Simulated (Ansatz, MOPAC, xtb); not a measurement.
Bond stretch in HBr (cation, charge +1), lowest doublet found (which spin is the ground state isn't settled by this scan).

Levels of theory: PM6, unrestricted, heats of formation (MOPAC); PM7, unrestricted, heats of formation (MOPAC); GFN1-xTB (xtb); FCI = full CI/aug-cc-pVDZ, cores with 3d frozen (Ansatz, a first-principles code).

Energies relative to the lowest point of each curve between 1.19 and 1.79 Å, where full CI is lowest, in eV; the last columns give the difference from FCI:

```json
[
 {"R / Å": "1.08", "PM6": "2.348", "PM7": "2.515", "GFN1-xTB": "4.382", "FCI": "3.298", "PM6 − FCI": "-0.950", "PM7 − FCI": "-0.783", "GFN1-xTB − FCI": "1.084"},
 {"R / Å": "1.19", "PM6": "1.067", "PM7": "1.042", "GFN1-xTB": "1.603", "FCI": "1.331", "PM6 − FCI": "-0.264", "PM7 − FCI": "-0.289", "GFN1-xTB − FCI": "0.272"},
 {"R / Å": "1.26", "PM6": "0.558", "PM7": "0.500", "GFN1-xTB": "0.743", "FCI": "0.637", "PM6 − FCI": "-0.079", "PM7 − FCI": "-0.137", "GFN1-xTB − FCI": "0.107"},
 {"R / Å": "1.31", "PM6": "0.309", "PM7": "0.250", "GFN1-xTB": "0.382", "FCI": "0.325", "PM6 − FCI": "-0.016", "PM7 − FCI": "-0.075", "GFN1-xTB − FCI": "0.057"},
 {"R / Å": "1.36", "PM6": "0.140", "PM7": "0.094", "GFN1-xTB": "0.164", "FCI": "0.130", "PM6 − FCI": "0.010", "PM7 − FCI": "-0.037", "GFN1-xTB − FCI": "0.034"},
 {"R / Å": "1.43", "PM6": "0.018", "PM7": "0.000", "GFN1-xTB": "0.022", "FCI": "0.007", "PM6 − FCI": "0.011", "PM7 − FCI": "-0.007", "GFN1-xTB − FCI": "0.015"},
 {"R / Å": "1.48", "PM6": "0.000", "PM7": "0.005", "GFN1-xTB": "0.000", "FCI": "0.000", "PM6 − FCI": "0.000", "PM7 − FCI": "0.005", "GFN1-xTB − FCI": "0.000"},
 {"R / Å": "1.54", "PM6": "0.040", "PM7": "0.073", "GFN1-xTB": "0.032", "FCI": "0.056", "PM6 − FCI": "-0.016", "PM7 − FCI": "0.017", "GFN1-xTB − FCI": "-0.024"},
 {"R / Å": "1.57", "PM6": "0.081", "PM7": "0.127", "GFN1-xTB": "0.065", "FCI": "0.105", "PM6 − FCI": "-0.024", "PM7 − FCI": "0.022", "GFN1-xTB − FCI": "-0.040"},
 {"R / Å": "1.63", "PM6": "0.198", "PM7": "0.269", "GFN1-xTB": "0.157", "FCI": "0.233", "PM6 − FCI": "-0.035", "PM7 − FCI": "0.036", "GFN1-xTB − FCI": "-0.077"},
 {"R / Å": "1.69", "PM6": "0.353", "PM7": "0.444", "GFN1-xTB": "0.273", "FCI": "0.392", "PM6 − FCI": "-0.038", "PM7 − FCI": "0.052", "GFN1-xTB − FCI": "-0.119"},
 {"R / Å": "1.79", "PM6": "0.669", "PM7": "0.783", "GFN1-xTB": "0.501", "FCI": "0.695", "PM6 − FCI": "-0.026", "PM7 − FCI": "0.088", "GFN1-xTB − FCI": "-0.194"},
 {"R / Å": "1.90", "PM6": "1.061", "PM7": "1.187", "GFN1-xTB": "0.777", "FCI": "1.052", "PM6 − FCI": "0.009", "PM7 − FCI": "0.135", "GFN1-xTB − FCI": "-0.275"},
 {"R / Å": "2.05", "PM6": "1.611", "PM7": "1.736", "GFN1-xTB": "1.155", "FCI": "1.531", "PM6 − FCI": "0.080", "PM7 − FCI": "0.206", "GFN1-xTB − FCI": "-0.375"},
 {"R / Å": "2.20", "PM6": "2.125", "PM7": "2.236", "GFN1-xTB": "1.501", "FCI": "1.968", "PM6 − FCI": "0.157", "PM7 − FCI": "0.268", "GFN1-xTB − FCI": "-0.467"},
 {"R / Å": "2.43", "PM6": "2.778", "PM7": "2.842", "GFN1-xTB": "1.945", "FCI": "2.531", "PM6 − FCI": "0.247", "PM7 − FCI": "0.311", "GFN1-xTB − FCI": "-0.586"},
 {"R / Å": "2.65", "PM6": "3.236", "PM7": "3.225", "GFN1-xTB": "2.274", "FCI": "2.946", "PM6 − FCI": "0.291", "PM7 − FCI": "0.279", "GFN1-xTB − FCI": "-0.672"},
 {"R / Å": "2.95", "PM6": "3.663", "PM7": "3.568", "GFN1-xTB": "2.583", "FCI": "3.335", "PM6 − FCI": "0.328", "PM7 − FCI": "0.233", "GFN1-xTB − FCI": "-0.752"},
 {"R / Å": "3.30", "PM6": "3.970", "PM7": "3.785", "GFN1-xTB": "2.785", "FCI": "3.587", "PM6 − FCI": "0.383", "PM7 − FCI": "0.198", "GFN1-xTB − FCI": "-0.801"},
 {"R / Å": "3.75", "PM6": "4.173", "PM7": "3.890", "GFN1-xTB": "—", "FCI": "3.720", "PM6 − FCI": "0.452", "PM7 − FCI": "0.169", "GFN1-xTB − FCI": "—"},
 {"R / Å": "4.42", "PM6": "4.282", "PM7": "3.919", "GFN1-xTB": "—", "FCI": "3.775", "PM6 − FCI": "0.507", "PM7 − FCI": "0.144", "GFN1-xTB − FCI": "—"},
 {"R / Å": "5.13", "PM6": "4.312", "PM7": "3.922", "GFN1-xTB": "—", "FCI": "3.788", "PM6 − FCI": "0.524", "PM7 − FCI": "0.134", "GFN1-xTB − FCI": "—"}
]
```

PM6 is furthest from FCI at 1.08 (-0.950 eV, below); its mean absolute difference over the points is 0.202 eV.

PM7 is furthest from FCI at 1.08 (-0.783 eV, below); its mean absolute difference over the points is 0.165 eV.

GFN1-xTB is furthest from FCI at 1.08 (1.084 eV, above); its mean absolute difference over the points is 0.313 eV.

A dash means that the run gave no value there, or that the column was ended at a point which the program doubted or which failed a test of continuity chosen for this set; such a test can also cut sound points.
